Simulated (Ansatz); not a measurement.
Question: Name a neutral molecule of C, In, O and H with LUMO energy (PBE0/def2-TZVPP) between -1.60 and -1.30 eV and HOMO–LUMO gap (ωB97M-V/def2-TZVPP) between 10.20 and 10.50 eV (Ansatz, PBE0-D4/def2-TZVP geometry).

Answer: `CC[O][In]([O]CC)[O]CC` (-1.58 eV, 10.21 eV). Other molecules can fit too; these were computed, each in one conformer that needn't be the lowest.
